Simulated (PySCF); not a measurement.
All values below come from TPSSh-D3(BJ)/def2-TZVP // BP86-D3(BJ)/def2-SVP (PySCF). Isolated molecules, 0 K electronic values unless said otherwise. One relaxed conformer stands for a flexible species; it need not be the lowest. 

Reference species: [Zn(Br)2] (neutral, multiplicity 1).

```json
{
  "LUMO": "-2.23 eV",
  "coordination_number": "2",
  "charge on the central atom (Mulliken)": "0.54 e"
}
```

Changed species: [Zn(OH)(Br)] (1 of 2 OH replaced by Br; the reference has 2 of 2 OH replaced by Br).

Question: Give the shifts of the LUMO, coordination number and charge on the central atom (Mulliken).

Answer: the LUMO goes up by 0.34 eV, to -1.89 eV; the coordination number stays essentially unchanged; the charge on the central atom (Mulliken) increases by 0.04 e, to 0.58 e.
